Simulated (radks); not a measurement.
Question: These are the eigenvalues of the occupied orbitals of an atom or ion with whole-number occupations (eV). All-electron calculation, scalar-relativistic Kohn-Sham, PBEsol, spin-polarised, spherical densities, finite nucleus; Fermi nuclear charge, rms radius of each element as measured or else 0.836 A^(1/3) + 0.57 fm. Program: a radial shooting solver on a logarithmic mesh with Libxc functionals.

| orbital | eigenvalue |
|---|---|
| 1s up | -15986.01 |
| 1s down | -15981.81 |
| 2s up | -2941.180 |
| 2s down | -2937.703 |
| 2p up | -2721.820 |
| 2p down | -2717.121 |
| 3s up | -1068.457 |
| 3s down | -1053.225 |
| 3p up | -997.9821 |

Which element is it, and in what charge state? The configuration may be excited. Open shells, if any, are filled with parallel spins first.

Answer: Z = 37, rubidium, charge +22: Rb22+ in [Ne] 3s2 3p3. The list shows which subshells hold electrons but not how many an open one holds; the 1s level, -587.47 hartree, gives Z - s = 34.3 by -(Z - s)^2/2, which with screening and relativity narrows Z to a few neighbours, and the depths of the outer levels then fix element, charge and occupations together.
